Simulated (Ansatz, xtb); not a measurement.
Diatomic ZrB, multiplicity 6 (lowest of 2S+1 = 2, 4, 6 at CCSD(T)/def2-TZVPP on PBE0 minima; our sources give no spin for the ground state, which may be another). No spin–orbit coupling.

Constants: fifth-degree fit in 1/R to seven points, most abundant isotopes. In def2 and cc sets the state is the lowest found near the PBE0 minimum, followed along R.

Correlated levels freeze the inner cores; with def2 sets outer-core shells near the valence are correlated too. CBS: X⁻³ extrapolation of the correlation energy, Hartree–Fock from the larger set.

Run with Ansatz (a program for electronic structure) with Gaussian orbitals; xtb for the GFN methods. Each number belongs to the level named beside it. In def2 rows elements past Kr take small-core potentials, without spin–orbit coupling. The GFN methods have no spin term and hold the electronic entropy of 300 K.

Q: What bond length and harmonic frequency does GFN1-xTB give?

A: r_e = 2.151 Å, ω_e = 786 cm⁻¹.

Q: What bond length and harmonic frequency does CCSD/def2-QZVPP give?

A: r_e = 2.140 Å, ω_e = 632 cm⁻¹.

Q: What bond length and harmonic frequency does CCSD(T)/CBS(def2-TZVPP, def2-QZVPP) give?

A: r_e = 2.143 Å, ω_e = 628 cm⁻¹.
